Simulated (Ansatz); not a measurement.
Several settings on one geometry of the cluster Al2Sb (that of the charge 0 doublet, PBE-D4/def2-TZVP). Ansatz on 4 threads of Arm Neoverse V1 on a shared host; times are rough.

```xyz
3

Al    0.157    0.958    1.142
Al    0.062    0.534   -1.399
Sb   -0.219   -1.492    0.257
```

Totals from different functionals, basis sets or treatments of relativity can't be compared as stabilities.

DK, ANO-RCC and x2c sets are all-electron and run with scalar relativity unless a key says otherwise. In the def2 sets Sb takes a core potential; there is no spin–orbit coupling. HSE06 is defined as in plane-wave codes, on full-range PBE exchange.

The spins typed aren't always the lowest for that charge.

Q: Give the basis size and estimate the energy, ⟨S²⟩ and time of these runs.

| run | method | charge | state | further keys |
| --- | --- | --- | --- | --- |
| 1 | RHF/def2-SVPD | -1 | singlet | point_charges: [{charge: 0.50, position_ang: [3.375, 0.846, 0.611]}]; accuracy: high; scf: {omitted_lower_state_checks: [starts]} |
| 2 | UKS r2SCAN50/STO-3G | 0 | doublet | point_charges: [{charge: -1.00, position_ang: [3.060, -0.220, 0.586]}]; pseudopotentials: {relativity: none}; scf: {lower_state_search: light}; forces asked |
| 3 | UKS HSE06-D4/ANO-RCC-VTZP | 0 | doublet | point_charges: [{charge: 2.00, position_ang: [5.100, -0.890, 0.066]}]; scf: {lower_state_search: full} |

A: 
```json
{"run": "1", "functions": "80", "energy (Eh)": "-723.0269", "⟨S²⟩": "–", "wall time": "1.1 s"}
{"run": "2", "functions": "45", "energy (Eh)": "-6732.7239", "⟨S²⟩": "0.76", "wall time": "6.5 s"}
{"run": "3", "functions": "136", "energy (Eh)": "-6965.9692", "⟨S²⟩": "0.86", "wall time": "50 s"}
```

The restricted singlet is unstable towards broken spin symmetry in Hartree–Fock (as tested in another run); at RHF/def2-SVPD this wasn't settled.
